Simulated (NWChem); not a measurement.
# SiH₂OClF; SMILES O[SiH](F)Cl

```xyz
6

Si    -0.0026     0.4328     0.3759
O     -1.3216     1.1810    -0.2363
F      1.3462     1.0421    -0.2668
Cl     0.0015    -1.5636    -0.0964
H      0.0111     0.6405     1.8310
H     -1.5435     1.0543    -1.1640
```
Atoms are numbered in this order, from 1.

All runs: NWChem. Pople sets run with spherical d functions. All runs use the structure optimised with PBE0/def2-SVP. Ions are spin-unrestricted doublets at the neutral geometry; other ion states weren't tried. Functional: LC-ωPBE (HJS hole) with 6-31G*; rows give the range parameter ω in 1/bohr.

```csv
range parameter (1/bohr),"vertical ionisation energy, ΔSCF (eV)",−ε(HOMO) (eV),ΔSCF minus −ε(HOMO) (eV)
0.10,11.43,9.30,2.13
0.30,[?],[?],[?]
0.35,12.42,11.96,0.46
0.50,12.58,12.84,-0.26
0.60,12.64,13.23,-0.59
```

Task: Complete the blanks.

Result: 
- 0.30, vertical ionisation energy, ΔSCF (eV): 12.32
- 0.30, −ε(HOMO) (eV): 11.56
- 0.30, ΔSCF minus −ε(HOMO) (eV): 0.76
